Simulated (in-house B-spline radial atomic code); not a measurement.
## Ionising the aluminium ion Al³⁺ with different functionals

Computed with a radial B-spline atomic code at the basis-set limit: non-relativistic Hamiltonian, point nucleus, spin-polarised at highest spin, spherical fractional occupations for the functionals, and exact exchange of hybrids averaged over the configuration. The ionisation energy is the difference of two self-consistent energies, [He] 2s2 2p6 → [He] 2s2 2p5, without Breit or QED terms; ε is the level of the shell that loses the electron (its least bound occupied spin orbital).

| method | rung | ΔSCF (eV) | -ε(2p) (eV) |
| --- | --- | --- | --- |
| PBE0 | global hybrid | 120.23 | 108.84 |
| B3LYP | global hybrid | ? | ? |
| TPSSh | global hybrid | 120.60 | 106.39 |
| M06-2X | global hybrid | 119.39 | 113.46 |
| BHandHLYP | global hybrid | 120.12 | 113.56 |
| r2SCAN0 | global hybrid | 121.13 | 109.99 |
| B97-1 | global hybrid | 120.30 | 108.13 |
| HSE06 | range-separated hybrid | 120.22 | 108.39 |
| wB97X | range-separated hybrid | 120.08 | 110.67 |
| CAM-B3LYP | range-separated hybrid | ? | ? |
| LC-wPBE | range-separated hybrid | 120.43 | 110.06 |

(1) What does CAM-B3LYP give?

(2) What does B3LYP give?

(3) Among the functionals, which spreads more, the ΔSCF values or the orbital energies?

(4) How do they compare with the NIST value?

Results:

(1) ΔSCF 120.41 eV, and -ε(2p) = 110.13 eV.

(2) ΔSCF 120.48 eV, and -ε(2p) = 108.12 eV.

(3) The orbital energies: ΔSCF values span about 1.74 eV and the orbital energies 7.17 eV; here energy differences depend much less on the functional than eigenvalues do.

(4) NIST lists 119.992 eV ± 0.0019 (measured, ground level to ground level). Errors run from -0.60 to +1.14 eV; wB97X is closest (+0.09 eV), but part of that can be cancellation, since the calculations leave out relativity, Breit-QED terms, multiplet and fine-structure energies.
